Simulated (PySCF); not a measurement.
2,2-dichloropropane (C₃H₆Cl₂), SMILES C(C)(Cl)(C)Cl.

Geometry optimised at PBE0-D3(BJ)/def2-SVP.

These are ωB97X/def2-TZVP (PySCF) values and carry that method's errors.

The molecule is in vacuum.

```
Quantity                                                                                                        Value
---------------------------------------------------------------------------------------------  ----------------------
total energy                                                                                      -1038.37733 hartree
point group                                                                                                       C2v
highest occupied level                                                                                      -10.90 eV
lowest empty level                                                                                            2.36 eV
orbital gap                                                                                                  13.26 eV
dipole moment                                                                                                  2.30 D
quadrupole, principal values (traceless, Buckingham form, about the centre of nuclear charge)   -3.58, 1.41, 2.17 D·Å
mean static polarisability                                                                       60.6 bohr³ (8.99 Å³)
polarisability, principal values                                                               54.5, 60.1, 67.4 bohr³
```
